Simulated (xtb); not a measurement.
xtb input:

```bash
xtb mol.xyz --gfn 2 --ohess tight --chrg 1 --uhf 0
```
mol.xyz:
```
9

O     -0.06231988     1.47031953     0.38113879
Si    -0.12598891    -0.10108732     0.44204348
O     -1.14095902    -0.86142100    -0.56892948
O      1.37908700    -0.37983262    -0.51948087
H     -0.32954226     2.07953101     1.02984485
H      0.03240367    -0.74493501     1.70848167
H     -1.94880289    -1.26506762    -0.41600939
H      1.32934577    -1.02535078    -1.28645287
H      1.97580737     0.30734560    -0.74405470
```

Question: Which total energy does the run end on?

Answer: -16.17075 Eh (GFN2-xTB).

It need not be the lowest isomer of its formula.
